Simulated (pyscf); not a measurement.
HB=NH (SMILES B=N) -> B–NH₂ (SMILES [B]N) [singlet] (hydrogen shift; singlet surface; B–H broken, H–N formed). PySCF, gas phase, ωB97X-D3(BJ)/def2-SVP geometries. MP2 and CC: frozen core, UHF for open shells. ΔMP2 is the change of the MP2 total energy from the triple- to the quadruple-zeta basis. Energies in kcal/mol from the reactant's lowest minimum found.

| level | barrier | reaction energy |
|---|---|---|
| PBE/def2-TZVP | 66.3 | +42.2 |
| B3LYP-D3(BJ)/def2-TZVP | 71.7 | +41.3 |
| M06-2X/def2-TZVP | 71.6 | +39.9 |
| ωB97M-D3(BJ)/def2-TZVP | 70.2 | +38.3 |
| HF/def2-TZVP | 81.4 | +32.7 |
| CCSD(T)/def2-TZVPP | 70.0 | +37.9 |
| CCSD(T)/def2-TZVPP + ΔMP2(QZVPP) | 70.2 | +38.4 |

One saddle was located; it need not be the lowest between these sides. The CCSD(T) − MP2 part came from Ansatz, without density fitting, on the same reference.
